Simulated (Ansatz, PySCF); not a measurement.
This PySCF input computes a B3LYP/def2-TZVPD energy:

```python
from pyscf import gto, scf, dft

mol = gto.M(
    atom='''
    Si    0.79334715   -0.20873346    0.74708962
    H     1.83118120   -0.48928727   -0.33631969
    Cl   -0.76106126    0.20067975   -0.59546677
    ''',
    basis='def2-tzvpd',
    charge=0,
    spin=0,
    verbose=4,
)

mf = dft.RKS(mol, xc='b3lyp').density_fit(auxbasis='def2-universal-jkfit')
mf.grids.level = 3
mf.conv_tol = 1e-9
mf.max_cycle = 100
mf.max_memory = 1500
mf.kernel()
if not mf.converged:
    mf = mf.newton()
    mf.kernel(mf.make_rdm1())
mf.analyze()
```

**Question.** Write an input for the same energy in Ansatz (a quantum-chemistry and plane-wave program) and say what it gives.

**Answer.** 
Ansatz 0.2 input:
```yaml
crystal:
  periodic: [false, false, false]
  atoms:
    - {symbol: Si, position_ang: [0.79334715, -0.20873346, 0.74708962]}
    - {symbol: H, position_ang: [1.83118120, -0.48928727, -0.33631969]}
    - {symbol: Cl, position_ang: [-0.76106126, 0.20067975, -0.59546677]}
basis:
  gaussian:
    orbitals: def2-TZVPD
hamiltonian:
  xc: {name: B3LYP}
output: {forces: true}
```
It gives -750.34187 Eh, and PySCF -750.34190 Eh, a difference of 0.03 mEh, from the treatment of integrals and grids.
